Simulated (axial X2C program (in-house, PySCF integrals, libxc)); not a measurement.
# Spectroscopic constants of HfSe

All values were computed with an axial X2C code built on PySCF integrals. Spin-free means the one-electron spin-free X2C Hamiltonian; two-component (2c) means X2C with spin–orbit coupling and atomic mean-field two-electron Coulomb and Gaunt terms, so the difference of the two also holds small scalar two-electron terms. Basis: Hf dyall-cv3z [13s14p9d7f4g], Se dyall-cv3z [8s9p6d4f1g] (cores contracted in-house); Gaussian nuclei, density fitting, unrestricted open shells. Masses: Hf 179.947 u, Se 79.917 u.

The run was started with this input:
```json
{"zs": [72, 34], "q": 0, "bas": ["dyall-cv3z", "dyall-cv3z"], "levels": ["PBE0", "HF", "PBEsol"], "cc": true, "r0": 2.35, "thr": -2.0, "nmax": 110, "npts": 10, "nst": 2, "ntry": 8}
```
```bash
python so2c.py task.json out
```

Keys: zs atomic numbers; q charge; bas basis sets; levels methods; cc coupled cluster on or off; r0 starting distance in Å; thr threshold in hartree for freezing inner shells (an s shell follows its p shell); nmax most natural virtual spinors; npts points on the curve; nst determinants followed; ntry starts of the search. HF also brings MP2.

State, spin-free: M_S = 0, Λ = 0 (closed shell); electrons by block: σα: 21, σβ: 21, π+α: 11, π+β: 11, π-α: 11, π-β: 11, δ+α: 4, δ+β: 4, δ-α: 4, δ-β: 4, φ+α: 1, φ+β: 1, φ-α: 1, φ-β: 1. Fragments: Hf + Se.

State, 2c: Ω = 0 (closed shell); electrons by block: 1/2: 32, -1/2: 32, 3/2: 15, -3/2: 15, 5/2: 5, -5/2: 5, 7/2: 1, -7/2: 1. Fragments: Hf + Se.

| Hamiltonian | level | Re (Å) | ωe (cm⁻¹) | Be (cm⁻¹) | De (eV) | D0 (eV) | k (mdyn/Å) | μ (D) |
| --- | --- | --- | --- | --- | --- | --- | --- | --- |
| spin-free | PBE0 | 2.279 | 351.0 | 0.05867 | 5.41 | 5.38 | 4.02 | -4.10 |
| spin-free | HF | 2.300 | 359.0 | 0.05761 | 2.86 | 2.84 | 4.2 | -5.35 |
| spin-free | MP2 | 2.292 | 350.5 | 0.05797 | 5.56 | 5.53 | 4 | n/a |
| spin-free | CCSD | 2.300 | 350.8 | 0.05758 | 4.96 | 4.93 | 4.01 | n/a |
| spin-free | CCSD(T) | 2.313 | 337.9 | 0.05695 | n/a | n/a | 3.72 | n/a |
| spin-free | PBEsol | 2.278 | 341.9 | 0.05868 | 6.19 | 6.17 | 3.81 | -3.58 |
| 2c | PBE0 | 2.279 | 349.8 | 0.05863 | n/a | n/a | 3.99 | -4.08 |
| 2c | PBEsol | 2.279 | 340.6 | 0.05863 | n/a | n/a | 3.78 | -3.55 |

Correlated methods: 18 electrons correlated (number of frozen shells: Hf 4 s, 3 p, 2 d, 1 f; Se 3 s, 2 p, 1 d), 332 virtual spin orbitals or spinors in MP2, 108 natural virtuals in coupled cluster.

Dipoles are positive if Se is the positive end.

Occupations by symmetry block were frozen at the best pattern of an incomplete PBE0 search. The closed shell is kept restricted, so the energy runs too high when the bond is stretched far. Dissociation energies refer to the lowest single-determinant-based atoms at the same level and basis. De is not given where an atomic determinant may have missed its ground term or J level, or where the truncated virtual space spoils (T). Coupled cluster ran in a truncated set of natural virtual spinors; the MP2 energy of the rest was added. (T) has no such correction and the atoms are truncated less, which lowers De at CCSD(T) by a hundredth of an eV or more. The functionals have no current-density term, which raises determinants with orbital currents, atoms included. The T1 diagnostic is large, a sign of multireference character.

No reliable constants came from CCSD (2c), CCSD(T) (2c), HF (2c), MP2 (2c): no minimum in range, unconverged points, a curve that is not smooth, a change of character along it, or the two Hamiltonians disagreeing along it.

Rough cost a point (2c) on 1 thread(s) of a shared host, integrals apart: PBE0 1.4 s, PBEsol 0.6 s.

The whole task took 11 min on 1 thread of Arm Neoverse V2, on a shared host.
